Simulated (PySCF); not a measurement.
(SiH3)2PPF2, F₂H₆P₂Si₂.
SMILES: `FP(F)P([SiH3])[SiH3]`

Torsions of this conformer, `[F:1][P:2]([F:3])[P:4]([SiH3:5])[SiH3:6]`: F1–P2–P4–Si5 -143°.

The closed-shell ground state was solved at several levels (PySCF, density fitting, gas phase, non-relativistic). One conformer (not necessarily the lowest) at the PBE0-D3(BJ)/def2-SVP geometry, without solvent, vibrations or thermal averaging.

```tsv
level	basis functions	HOMO (eV)	LUMO (eV)	gap (eV)	dipole (D)
B97-2/pcSseg-2	328	-7.08	-1.20	5.88	2.08
PBE0/pcSseg-1	160	-7.35	-1.06	6.29	2.23
```

What might PBE0/def2-SVPD (190 basis functions) give for the same quantities?

HOMO -7.31 eV, LUMO -1.18 eV, gap 6.13 eV, dipole 2.09 D.

Over all these levels, which gives the widest orbital gap and which the narrowest?

PBE0/pcSseg-1 (global hybrid, 25 % exact exchange) has the widest, 6.29 eV, and B97-2/pcSseg-2 (global hybrid, 21 % exact exchange) the narrowest, 5.88 eV. Functional and basis both differ between the two, so the spread mixes both effects.

How far do the dipole and the HOMO energy spread over the levels?

The dipole runs from 2.08 to 2.23 D (mean 2.14 D) and the HOMO from -7.35 to -7.08 eV.
